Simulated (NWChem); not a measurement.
System: C₅H₆; SMILES C#CCC=C

Input file for NWChem:

```
start job
memory heap 200 mb stack 700 mb global 900 mb
geometry units angstroms noautoz
  C      0.460524     2.414662     0.070375
  C     -0.104911     1.347915     0.050699
  C     -0.778113     0.044777     0.009108
  C      0.142071    -1.076339    -0.429129
  C      0.358035    -2.188083     0.271786
  H      0.961363     3.355335     0.094733
  H     -1.201898    -0.188915     0.994734
  H     -1.630506     0.109987    -0.685095
  H      0.639039    -0.928390    -1.387050
  H     -0.115786    -2.359356     1.236360
  H      1.017453    -2.971440    -0.091689
end
basis spherical
  * library aug-pcseg-1
end
dft
  xc pbe0
  iterations 150
  mulliken
end
task dft energy
```

NWChem printed, in part:

```
             Northwest Computational Chemistry Package (NWChem) 7.3.0
             --------------------------------------------------------

 C1  symmetry detected

                             Geometry "geometry" -> ""
                             -------------------------

 Output coordinates in angstroms (scale by  1.889725989 to convert to a.u.)

  No.       Tag          Charge          X              Y              Z
 ---- ---------------- ---------- -------------- -------------- --------------
    1 C                    6.0000     0.45477387     2.40672444     0.09074553
    2 C                    6.0000    -0.10993571     1.34034091     0.04622247
    3 C                    6.0000    -0.78150314     0.03763897    -0.02494089
    4 C                    6.0000     0.15620185    -1.08398242    -0.42289335
    5 C                    6.0000     0.34071603    -2.19599098     0.28653494
    6 H                    1.0000     0.95466567     3.34707424     0.13710456
    7 H                    1.0000    -1.24798711    -0.19596262     0.94123057
    8 H                    1.0000    -1.60279077     0.10351735    -0.75561910
    9 H                    1.0000     0.69453804    -0.93617541    -1.35821467
   10 H                    1.0000    -0.17479974    -2.36713792     1.22950684
   11 H                    1.0000     1.01485656    -2.97970116    -0.04802037

 Effective nuclear repulsion energy (a.u.)     139.2900602719

                                 NWChem DFT Module
                                 -----------------

 Summary of "ao basis" -> "ao basis" (spherical)
 ------------------------------------------------------------------------------
       Tag                 Description            Shells   Functions and Types
 ---------------- ------------------------------  ------  ---------------------
 C                        aug-pcseg-1                9       23   4s3p2d
 H                        aug-pcseg-1                5        9   3s2p

            General Information
            -------------------
          SCF calculation type: DFT
          Wavefunction type:  closed shell.
          No. of atoms     :    11
          No. of electrons :    36
           Alpha electrons :    18
            Beta electrons :    18
          Charge           :     0
          Spin multiplicity:     1
          Use of symmetry is: off; symmetry adaption is: off
          Maximum number of iterations: 150
          AO basis - number of functions:   169
                     number of shells:    75
          Convergence on energy requested:  1.00D-06
          Convergence on density requested:  1.00D-05
          Convergence on gradient requested:  5.00D-04

              XC Information
              --------------
                         PBE0 Method XC Functional
                     Hartree-Fock (Exact) Exchange  0.250
          PerdewBurkeErnzerhof Exchange Functional  0.750
            Perdew 1991 LDA Correlation Functional  1.000 local
           PerdewBurkeErnz. Correlation Functional  1.000 non-local

             Grid Information
             ----------------
          Grid used for XC integration:  medium
          Radial quadrature: Mura-Knowles
          Angular quadrature: Lebedev.
          Tag              B.-S. Rad. Rad. Pts. Rad. Cut. Ang. Pts.
          ---              ---------- --------- --------- ---------
          C                   0.70       49          18.0       434
          H                   0.35       45          19.0       434
          Grid pruning is: on
          Number of quadrature shells:   515
          Spatial weights used:  Erf1

      Superposition of Atomic Density Guess
      -------------------------------------

 Sum of atomic energies:        -191.24605531

      Non-variational initial energy
      ------------------------------

 Total energy =    -194.270460
 1-e energy   =    -529.838806
 2-e energy   =     196.278285
 HOMO         =      -0.324942
 LUMO         =      -0.009619

     ---------------------------------------------
      Total Density - Mulliken Population Analysis
     ---------------------------------------------

    Atom       Charge   Shell Charges
 -----------   ------   -------------------------------------------------------
    1 C    6     6.76   2.00  0.80  0.89 -0.09  2.01  1.14 -0.02  0.03  0.01
    2 C    6     5.82   2.00  0.81  0.36  0.13  1.92  0.81  0.10  0.04 -0.34
    3 C    6     6.15   2.00  0.78  0.25  0.21  1.99  1.50 -0.23  0.04 -0.38
    4 C    6     6.48   2.00  0.80  0.40  0.21  1.93  1.14 -0.01  0.04 -0.02
    5 C    6     6.34   2.00  0.80  0.50 -0.02  2.04  1.01  0.00  0.03 -0.01
    6 H    1     0.90   0.64  0.24 -0.02  0.02  0.01
    7 H    1     0.58   0.69 -0.21 -0.00  0.02  0.09
    8 H    1     0.63   0.68 -0.16  0.01  0.02  0.09
    9 H    1     0.84   0.70  0.10 -0.01  0.02  0.04
   10 H    1     0.77   0.70  0.06 -0.01  0.02 -0.00
   11 H    1     0.74   0.70  0.04 -0.01  0.02 -0.01

   convergence    iter        energy       DeltaE   RMS-Dens  Diis-err
 ---------------- ----- ----------------- --------- --------- ---------
 d= 0,ls=0.0,diis     1   -193.7176602624 -3.33D+02  1.74D-02  3.85D-01
 d= 0,ls=0.0,diis     2   -193.7523268717 -3.47D-02  5.45D-03  1.00D-01
 d= 0,ls=0.0,diis     3   -193.7507840713  1.54D-03  3.15D-03  1.11D-01
 d= 0,ls=0.0,diis     4   -193.7642128295 -1.34D-02  7.47D-04  8.17D-03
 d= 0,ls=0.0,diis     5   -193.7652134822 -1.00D-03  1.97D-04  2.16D-04
  Resetting Diis
 d= 0,ls=0.0,diis     6   -193.7652316196 -1.81D-05  6.46D-05  6.73D-05
 d= 0,ls=0.0,diis     7   -193.7652402300 -8.61D-06  1.96D-05  8.04D-07
 d= 0,ls=0.0,diis     8   -193.7652401091  1.21D-07  1.08D-05  1.75D-06
 d= 0,ls=0.0,diis     9   -193.7652403289 -2.20D-07  2.67D-06  4.95D-08

[...]
```

Level: PBE0/aug-pcseg-1. The geometry was optimised at B3LYP/6-31G* (spherical d).
